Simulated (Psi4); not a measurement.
The Psi4 input:
```
memory 2 GB

molecule {
0 1
O    -0.00000000   -0.00000000   -1.99737313
B    -0.00000000   -0.00000000   -0.80940457
B     0.00000000    0.00000000    0.80940457
O     0.00000000    0.00000000    1.99737313
}

set {
  basis def2-svp
  freeze_core true
}

energy('mp2')
print_variables()
```

Question: What does this run give for the total energy, number of basis functions?

Answer: 
```yaml
total_energy: -199.5478 Eh
number_of_basis_functions: 56
```
